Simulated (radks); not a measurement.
Species: Sm V. Configuration: [Kr] 4d10 4f4 5s1 5p6 6s1 (not the ground configuration).

Calculated with a radial shooting solver on a logarithmic mesh with Libxc functionals: Dirac Kohn-Sham, OLYP, spin-unpolarised, spherical densities, point nucleus; open shells fill j = l - 1/2 first.

Energy parts (eV):
total: -283902.62
kinetic: 307885.68
electron-nucleus: -692300.45
Hartree: 106991.99
exchange-correlation: -6479.84

Orbitals (lengths in bohr, moments of r in powers of bohr; <r^-3> diverges for s and p1/2):
orbital  occ.  eigenvalue (eV)   <1/r>  <r^-3>      <r^2>
1s1/2       2        -46689.44   68.82       -  0.0007049
2s1/2       2        -7681.801   16.36       -    0.01105
2p1/2       2        -7284.345   16.33       -   0.008049
2p3/2       4        -6681.713   14.56    8886   0.009291
3s1/2       2        -1732.507   5.946       -    0.07414
3p1/2       2        -1561.649   5.861       -    0.06931
3p3/2       4        -1439.536   5.413    1857    0.07650
3d3/2       4        -1143.725   5.289   309.9    0.06150
3d5/2       6        -1117.173   5.177   277.7    0.06351
4s1/2       2        -392.5785   2.488       -     0.3754
4p1/2       2        -326.8848   2.384       -     0.3960
4p3/2       4        -299.7263   2.235   414.2     0.4344
4d3/2       4        -191.4565   2.024   58.78     0.4982
4d5/2       6        -186.5331   1.987   52.07     0.5129
4f5/2       4         -59.5542   1.531   7.732     0.8420
4f7/2       0         -58.8748   1.518   7.511     0.8562
5s1/2       1         -92.8951   1.011       -      1.960
5p1/2       2         -73.3533  0.9181       -      2.335
5p3/2       4         -68.7407  0.8697   70.41      2.554
5d3/2       0         -40.9143  0.6822   7.231      4.072
5d5/2       0         -40.3138  0.6725   6.421      4.179
5f5/2       0         -18.3892  0.3683  0.4873      13.63
5f7/2       0         -18.3471  0.3671  0.4796      13.72
6s1/2       1         -33.0902  0.4525       -      9.204
6p1/2       0         -27.5366  0.3998       -      11.67
6p3/2       0         -26.5561  0.3836   15.09      12.54
7s1/2       0         -17.5324  0.2620       -      28.43

The highest occupied level is 6s1/2 at -33.090 eV. The configuration is held as typed, so some empty levels lie below it. Summed over all electrons, <r^2> = 39.06 bohr^2, which gives a Langevin (diamagnetic) susceptibility term of -30.9 x 10^-6 cm^3/mol. The density falls to 0.001 e/bohr^3 at r = 3.94 bohr.
